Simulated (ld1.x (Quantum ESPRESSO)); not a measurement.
Values are calculated unless marked as measured or tabulated.
Potentials for As compared

Generated with ld1.x 7.5 (TM, RRKJ, ultrasoft, PAW), atompaw 4.2 or ONCVPSP 4.0.1. The cutoff is in Ry: for ld1.x and atompaw files where the sum of valence levels is converged to 10 mRy in a Bessel basis, for ONCV files where the hardest occupied wave has 1 mHa per electron of residual kinetic energy. The error is the largest all-electron minus pseudo excitation energy over each file’s own four to seven test configurations (ionisations up to +4, promotions, holes and added fractions of an electron), all of which were solved. The labels leave out finer settings (local radius, basis sizes, second energies), which also bear on the numbers. Spin-polarised tests are not counted. The rows are a selection from randomly drawn settings: files with unsolved tests, undetermined cutoffs or missed reference levels are left out.

A true bound ghost makes a file unfit for plane-wave use even where its test errors are small: the radial tests pick states by their node count and pass the ghost by.

```csv
potential,cutoff (Ry),largest error (meV),bound ghosts
"TM, LDA (PZ), non-relativistic, rc 1.25/1.50/1.50 (spd), local s, core correction no, reference 4s1.75 4p3.25",70,+473,"d, p"
"RRKJ, LDA (PZ), scalar-relativistic, rc 1.40/2.05 (sp), local smoothed, core correction yes, reference 4s2 4p3",40,-111,none
"TM, PBEsol, scalar-relativistic, rc 1.80/2.10/2.25 (spd), local s, core correction yes, reference 4s2 4p3",30,-382,none
"RRKJ, PBE, scalar-relativistic, rc 1.35/2.00/0.90 (spd), local p, core correction no, reference 3d10 4s1.5 4p3.5",230,-938,none
"TM, PW91, scalar-relativistic, rc 1.15/1.65/1.05 (spd), local s, core correction yes, reference 3d10 4s2 4p2",260,-838,p
```

Task: Fill in the row for As: TM, LDA (PZ), scalar-relativistic, rc 1.30/1.45/1.25 (spd), local d, core correction no, reference 3d10 4s2 4p1.5.

Result: cutoff 200 Ry, largest error -474 meV, bound ghosts: s, p.

Task: Fill in the row for As: PAW, PBEsol, scalar-relativistic, rc 1.45/2.25/2.00 (spd), local smoothed, core correction yes, reference 4s2 4p2.5.

Result: cutoff 18 Ry, largest error -25 meV, bound ghosts: s.

Task: Fill in the row for As: TM, PBE, scalar-relativistic, rc 1.20/2.05 (sp), local smoothed, core correction yes, reference 4s2 4p2.5.

Result: cutoff 70 Ry, largest error -299 meV, bound ghosts: none.
